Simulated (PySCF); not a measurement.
Choosing a molecule for a target property.

Species are written as SMILES; each is one conformer at its optimised geometry, gas phase, non-relativistic unless stated; the electronic structure was computed with PySCF and density fitting.

Dipoles, sizes and rotational constants follow the conformer. The torsions of the flexible species, by atom-mapped SMILES:
- `[CH2:1]=[CH:2][SiH2:3][CH2:4][GeH3:5]`: C1–C2–Si3–C4 -3°, C2–Si3–C4–Ge5 -177°
- `[CH3:1][C:2]#[C:3][GeH2:4][O:5][CH3:6]`: C3–Ge4–O5–C6 -54°
- `[CH3:1][N:2]([SiH3:3])[CH2:4][C:5]([CH3:6])([CH3:7])[CH3:8]`: C1–N2–C4–C5 92°, N2–C4–C5–C6 -57°
- `[F:1][B:2]([F:3])[c:4]1[cH:5][cH:6][cH:7][cH:8][c:9]1[Cl:10]`: F1–B2–C4–C5 2°
- `[CH2:1]=[CH:2][CH2:3][GeH2:4][SiH3:5]`: C1–C2–C3–Ge4 104°, C2–C3–Ge4–Si5 51°
- `[O:1]=[S:2](=[O:3])([OH:4])[CH2:5][C:6]#[N+:7][GaH3-:8]`: O1–S2–C5–C6 -65°, H–O4–S2–O1 77°
- `[SiH3:1][GeH2:2][CH:3]1[CH2:4][CH2:5]1`: Si1–Ge2–C3–C4 -78°

**Question.** Wanted: lowest triplet excitation (Tamm–Dancoff) between 4.6 eV and 5.3 eV (TDA CAM-B3LYP/def2-SVPD) and static isotropic polarisability below 90 au (CAM-B3LYP/def2-SVPD), at PBE0-D3(BJ)/def2-SVP geometries. Which candidate meets both?
A. `CN([SiH3])CC(C)(C)C`
B. `C=C[SiH2][CH2][GeH3]`
C. `O1B(OC(=O)C1=O)F`
D. `CC#[C][GeH2][O]C`

**Answer.** D. Computed values:
| species | lowest triplet excitation (Tamm–Dancoff) | static isotropic polarisability |
| --- | --- | --- |
| O1B(OC(=O)C1=O)F | 3.65 eV | 44.5 au |
| C=C[SiH2][CH2][GeH3] | 4.22 eV | 96.1 au |
| CC#[C][GeH2][O]C | 4.95 eV | 82.5 au |
| CN([SiH3])CC(C)(C)C | 5.64 eV | 108.9 au |

**Question.** Wanted: smallest rotational constant between 0.5 GHz and 0.9 GHz (PBE0-D3(BJ)/def2-SVP) and HOMO–LUMO gap above 9.5 eV (CAM-B3LYP/def2-SVPD), at PBE0-D3(BJ)/def2-SVP geometries. Which candidate meets both?
A. `CC#[C][GeH2][O]C`
B. `O=C1OB(F)OC1=O`
C. `C(=C)[SiH2][CH2][GeH3]`
D. `O=S(=O)(O)CC#[N+][GaH3-]`
E. `[CH2]([GeH2][SiH3])C=C`
F. `FB(F)c1ccccc1Cl`

**Answer.** C. Computed values:
```csv
species,smallest rotational constant,HOMO–LUMO gap
O=S(=O)(O)CC#[N+][GaH3-],0.339 GHz,8.10 eV
FB(F)c1ccccc1Cl,0.620 GHz,7.93 eV
C(=C)[SiH2][CH2][GeH3],0.768 GHz,9.94 eV
CC#[C][GeH2][O]C,0.955 GHz,9.82 eV
[CH2]([GeH2][SiH3])C=C,1.125 GHz,9.26 eV
O=C1OB(F)OC1=O,1.292 GHz,8.72 eV
```

**Question.** Wanted: lowest singlet excitation below 5 eV (TDDFT CAM-B3LYP/def2-SVPD) and dipole moment below 2.3 D (CAM-B3LYP/def2-SVPD), at PBE0-D3(BJ)/def2-SVP geometries. Which candidate meets both?
A. `O=C1OB(F)OC1=O`
B. `C=C[SiH2][CH2][GeH3]`
C. `[SiH3][GeH2][CH]1CC1`
D. `c1cc(c(Cl)cc1)B(F)F`
E. `CC#[C][GeH2][O]C`
F. `O=S(=O)(O)CC#[N+][GaH3-]`

**Answer.** A. Computed values:
| species | lowest singlet excitation | dipole moment |
| --- | --- | --- |
| O=C1OB(F)OC1=O | 4.22 eV | 2.10 D |
| c1cc(c(Cl)cc1)B(F)F | 4.86 eV | 3.22 D |
| O=S(=O)(O)CC#[N+][GaH3-] | 5.56 eV | 8.44 D |
| CC#[C][GeH2][O]C | 5.81 eV | 2.40 D |
| C=C[SiH2][CH2][GeH3] | 6.69 eV | 1.17 D |
| [SiH3][GeH2][CH]1CC1 | 7.07 eV | 0.80 D |

**Question.** Wanted: HOMO energy above -8 eV (CAM-B3LYP/def2-SVPD) and vertical ionisation energy below 9.3 eV (ΔSCF CAM-B3LYP/def2-SVPD), at PBE0-D3(BJ)/def2-SVP geometries. Which candidate meets both?
A. `[SiH3][GeH2][CH]1CC1`
B. `CC#[C][GeH2][O]C`
C. `C=C[SiH2][CH2][GeH3]`
D. `C=C[CH2][GeH2][SiH3]`
E. `O=C1C(OB(F)O1)=O`
F. `FB(F)c1ccccc1Cl`
G. `CN([SiH3])CC(C)(C)C`

**Answer.** G. Computed values:
```
             species  HOMO energy  vertical ionisation energy
    O=C1C(OB(F)O1)=O    -10.82 eV                    11.92 eV
C=C[SiH2][CH2][GeH3]     -9.24 eV                    10.06 eV
    CC#[C][GeH2][O]C     -9.06 eV                     9.85 eV
[SiH3][GeH2][CH]1CC1     -8.95 eV                     9.64 eV
     FB(F)c1ccccc1Cl     -8.70 eV                     9.41 eV
C=C[CH2][GeH2][SiH3]     -8.39 eV                     9.10 eV
 CN([SiH3])CC(C)(C)C     -7.60 eV                     8.10 eV
```
